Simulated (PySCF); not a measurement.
Molecule: cyclohexanecarbonitrile, C$_{7}$H$_{11}$N.

Bonds (- single, = double, # triple, : aromatic): N1#C2, C2-C3, C3-C4, C4-C5, C5-C6, C6-C7, C7-C8, C8-C3. C3 carries H9; C4 carries H10, H11; C5 carries H12, H13; C6 carries H14, H15; C7 carries H16, H17; C8 carries H18, H19. H11, H13, H15, H16, H18 are cis to C2 on the ring; H10, H12, H14, H17, H19 are trans to C2 on the ring.

Frames of a GFN2-xTB Langevin trajectory at 300 K; GIAO PBE0/pcSseg-1 shieldings in PySCF, gas phase, non-relativistic; equivalent atoms averaged within each frame.

Chemical shifts δ = σref − σ; $^{15}$N (σref 267.73) vs NH3; $^{13}$C (σref 186.93) and $^{1}$H (σref 31.72) vs TMS, all at this level. The references are static minima.

Question: How do the shifts (ppm) fluctuate along the trajectory?

Answer: 
```csv
time (fs),N1,C2,C4/C8,C6,C3,C5/C7,H9,H11/H18,H10/H19,H15
optimised geometry,301.0,126.7,33.2,30.1,27.5,26.2,2.75,1.96,1.42,1.85
250,295.4,127.3,34.9,30.9,30.3,20.4,4.44,2.80,2.47,2.15
425,308.9,132.4,32.5,26.5,30.6,25.5,4.87,2.18,2.36,1.17
625,296.7,125.4,34.8,24.8,25.7,18.9,2.67,2.46,2.28,1.16
800,306.1,130.0,36.2,32.1,27.7,30.3,3.19,2.40,2.04,2.39
1000,292.2,125.4,31.7,38.1,23.8,28.1,3.88,1.10,2.22,2.40
mean of frames,299.9,128.1,34.0,30.5,27.6,24.6,3.81,2.19,2.27,1.86
standard deviation,7.2,3.1,1.9,5.2,2.9,4.9,0.89,0.65,0.16,0.64
```

5 frames give an uncertainty of the mean of about the standard deviation over 2.2 at best, since frames this close in time may not be independent; classical motion lacks zero-point vibration, and the reference would need the same averaging.
